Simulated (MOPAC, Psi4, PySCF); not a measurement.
Two rigid molecules brought together: CH4 ··· CHN (SMILES C and C#N). Monomers: optimised at B3LYP-D3(BJ) (def2-TZVP), held rigid. Orientation: lowest of the rigid-body minima from ten starts at GFN2-xTB. R is the distance of the centres of mass, along which the second monomer moves.

- RKS-B3LYP/LANL2DZ = PySCF 2.14.0 with restricted B3LYP/LANL2DZ, no counterpoise correction
- PM7, restricted, heats of formation (MOPAC)
- PM3, restricted, heats of formation (MOPAC)
- SAPT0/jun-cc-pVDZ, frozen core (Psi4)

Interaction energies in kJ/mol; the last columns give the difference from SAPT0:

```tsv
R / Å	RKS-B3LYP/LANL2DZ	PM7	PM3	SAPT0/jun-cc-pVDZ	RKS-B3LYP/LANL2DZ − SAPT0/jun-cc-pVDZ	PM7 − SAPT0/jun-cc-pVDZ	PM3 − SAPT0/jun-cc-pVDZ
3.17	13.67	3.94	9.94	10.82	2.85	-6.88	-0.88
3.44	3.67	-1.61	2.16	2.25	1.42	-3.86	-0.09
3.61	0.97	-2.43	0.61	-0.04	1.01	-2.39	0.65
3.80	-0.41	-2.53	-0.02	-1.19	0.78	-1.34	1.17
4.04	-0.91	-2.32	-0.23	-1.59	0.68	-0.73	1.36
4.17	-0.92	-2.19	-0.24	-1.57	0.66	-0.61	1.33
4.47	-0.70	-1.90	-0.19	-1.32	0.61	-0.58	1.12
4.77	-0.47	-1.56	-0.13	-1.01	0.53	-0.56	0.88
5.28	-0.25	-0.94	-0.06	-0.60	0.35	-0.34	0.54
5.98	-0.14	-0.37	-0.02	-0.30	0.16	-0.06	0.28
7.03	-0.07	-0.24	-0.01	-0.12	0.05	-0.12	0.11
8.28	-0.03	-0.08	0.00	-0.05	0.02	-0.03	0.05
```

RKS-B3LYP/LANL2DZ is furthest from SAPT0/jun-cc-pVDZ at 3.17 (2.85 kJ/mol, above); its mean absolute difference over the points is 0.76 kJ/mol.

PM7 is furthest from SAPT0/jun-cc-pVDZ at 3.17 (-6.88 kJ/mol, below); its mean absolute difference over the points is 1.46 kJ/mol.

PM3 is furthest from SAPT0/jun-cc-pVDZ at 4.04 (1.36 kJ/mol, above); its mean absolute difference over the points is 0.71 kJ/mol.
